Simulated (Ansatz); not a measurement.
H6FInSi2 (SMILES [F][In]([SiH3])[SiH3]), singlet, at a GFN2-xTB geometry (such geometries of metal compounds can be far from the true shape) (core potentials on In); PBE/def2-TZVPPD (Ansatz, an electronic-structure program).

Ansatz was given this input:
Ansatz 0.2 input:
```yaml
crystal:
  periodic: [false, false, false]
  atoms:
    - {symbol: In, position_ang: [0.25108689, 0.01721242, -0.04006006]}
    - {symbol: F, position_ang: [2.27089205, 0.12621076, -0.38751196]}
    - {symbol: Si, position_ang: [-0.52068427, -1.59541344, 1.89717171]}
    - {symbol: H, position_ang: [-0.23481373, -3.02764958, 1.70743398]}
    - {symbol: H, position_ang: [-1.98591894, -1.43135435, 1.79593607]}
    - {symbol: H, position_ang: [-0.13840467, -1.19103675, 3.26111755]}
    - {symbol: Si, position_ang: [-1.28796727, 1.48622001, -1.59589589]}
    - {symbol: H, position_ang: [-2.61845808, 1.06047071, -1.11351130]}
    - {symbol: H, position_ang: [-1.24043052, 1.19799245, -3.03921913]}
    - {symbol: H, position_ang: [-1.20213828, 2.94098056, -1.37906791]}
basis:
  gaussian:
    orbitals: def2-TZVPPD.json
hamiltonian:
  xc: pbe
```
The basis file holds def2-TZVPPD in the JSON format of the Basis Set Exchange.

**Question.** Write the output that Ansatz gives for this input, abridged.

**Answer.** 
```
Functional definition: PBE
1592 factors; their error is unknown
mean field evaluation 1: about -23729.6008 eV, gradient 5.3e1 eV
mean field evaluation 2: about -23617.0888 eV, gradient 2.2e2 eV
mean field evaluation 4: about -23734.7958 eV, gradient 1.6e1 eV
mean field evaluation 8: about -23735.3330 eV, gradient 1.5e-1 eV
mean field evaluation 16: about -23735.3049 eV, gradient 3.5e-4 eV
mean field -23735.30492685 eV, -872.2563676943 hartree, gradient 6.4e-5 eV, S^2 0.000000; 0 other end points of the search recorded, 0 dependent functions left out
reference -23735.30498989 eV, -872.2563700109 hartree; 32, 32 occupied and 262, 262 virtual orbitals, 1592 factors
Total energy: -23735.30498989 eV, -872.2563700109 hartree
```
